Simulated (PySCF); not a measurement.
# Bond energies at CCSD(T)/def2-SVP beside a composite method

PySCF, lowest determinants of a PBE0 search. The composite is CCSD(T) extrapolated to the basis-set limit from two correlation-consistent sets, with core-valence (CV) and scalar-relativistic (SR) terms as its label shows; it has no spin–orbit coupling and nothing beyond (T).

| species | state (unpaired electrons) | De CCSD(T) (eV) | De composite (eV) | composite | dissociates to |
| --- | --- | --- | --- | --- | --- |
| CsRb | singlet (closed shell) | 0.36 | 0.48 | CCSD(T)/CBS(DT) | Cs + Rb |
| GaI | singlet (closed shell) | 3.50 | 3.71 | CCSD(T)/CBS(DT) | Ga + I |
| SnS | singlet (closed shell) | 4.39 | 5.05 | CCSD(T)/CBS(DT)+CV | Sn + S |
| NaSr | doublet (σ ↑) | 0.16 | 0.19 | CCSD(T)/CBS(DT) | Na + Sr |
| Ca2 | singlet (closed shell) | 0.12 | 0.11 | CCSD(T)/CBS(DT) | Ca + Ca |
| P2 | singlet (closed shell) | 4.03 | 5.05 | CCSD(T)/CBS(TQ)+CV+SR | P + P |
| RbF | singlet (closed shell) | 3.95 | 5.09 | CCSD(T)/CBS(DT)+CV | Rb + F |
| SbI | triplet (π ↑↑) | 1.75 | 2.20 | CCSD(T)/CBS(DT) | Sb + I |

Problem. Does CCSD(T) bind more or less than the composite, by how much on average, and where is the difference largest?

Solution. CCSD(T)/def2-SVP binds less on average, method and basis taken together: the mean signed difference is -0.45 eV and the mean absolute one 0.45 eV; it is largest for RbF (-1.14 eV).

The molecules are drawn from runs that passed checks on state, spin purity and fit, so the hardest cases are missing and the errors look smaller than over all diatomics.

Correlated steps freeze the inner cores (0 to 37 orbitals); shallow outer-core shells are correlated. UHF and ROHF references stand side by side, which adds small steps between rows. Weak bonds: Ca2, CsRb, NaSr. Basis-set superposition, not corrected here, can be much of De in a small basis, most of all at correlated wavefunction levels. These are scalar-relativistic numbers at best; spin–orbit coupling would shift them, the dissociation energy most. Where the molecule has an RHF reference, its open-shell atoms are computed with UHF. The CCSD T1 diagnostic is raised in SnS, a sign that a single reference may not be enough there. States were picked by a PBE0 search and need not be the measured ground states.
